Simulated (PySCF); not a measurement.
Molecule: `CC(C)S(=O)(=O)Cl`, C$_{3}$H$_{7}$ClO$_{2}$S.

Geometry (Å), atoms numbered from 1 in this order:
```xyz
14

C    -0.393    1.436    0.225
C    -0.270    0.048   -0.368
C    -1.015   -1.047    0.366
S     1.474   -0.402   -0.574
O     1.568   -1.759   -1.071
O     2.181    0.689   -1.211
Cl    2.109   -0.445    1.438
H     0.197    2.166   -0.345
H    -1.449    1.742    0.203
H    -0.051    1.445    1.271
H    -0.559    0.060   -1.435
H    -0.688   -1.106    1.415
H    -0.856   -2.024   -0.109
H    -2.091   -0.820    0.352
```

Geometry PBE0-D3(BJ)/def2-SVP throughout; GIAO in PySCF 2.14, gas phase, one conformer, non-relativistic; equivalent atoms averaged; functional PBE0.

Question: How do the shifts δ (against TMS, CS2, H2O, HCl at the same level) depend on the basis set? (ppm; last column core-seconds on 1 thread of an Intel Xeon Platinum 8488C, shared host)

Answer: 
```
  basis set  functions    C2  C1/C3     S4  O5/O6    Cl7   H11  H8/H9/H10/H12/H13/H14  core-s
   pcSseg-0         85  80.5   19.1  430.7  383.9  569.9  3.54                   1.88     9.1
    cc-pVDZ        141  71.9   17.1  368.1  308.1  498.2  2.96                   1.33      17
   def2-SVP        141  69.8   15.9  380.9  302.9  497.0  2.97                   1.33      17
aug-cc-pVDZ        232  73.1   16.5  366.7  292.5  532.5  3.46                   1.63      40
  def2-TZVP        271  72.8   17.9  427.0  309.2  557.0  3.36                   1.51      51
    cc-pVTZ        316  71.8   17.6  386.1  306.6  519.4  3.34                   1.55      61
```

Question: Which nucleus moves most, in ppm?

Answer: O5/O6 (S=O oxygen): from 292.5 ppm with aug-cc-pVDZ to 383.9 ppm with pcSseg-0. The smallest spread is 0.56 ppm, at H8/H9/H10/H12/H13/H14. Proton shifts span only some 12 ppm, so a few tenths of a ppm matter as much there as several ppm in carbon.

Question: Taking the largest basis, cc-pVTZ (316 functions), as the yardstick, rank the others by their worst heavy-atom deviation.

Answer: aug-cc-pVDZ 19.4 ppm (232 functions), cc-pVDZ 21.2 ppm (141 functions), def2-SVP 22.4 ppm (141 functions), def2-TZVP 40.9 ppm (271 functions), pcSseg-0 77.3 ppm (85 functions).

A small basis that lands close on one nucleus may do so by chance; judge by the trend and by all nuclei.
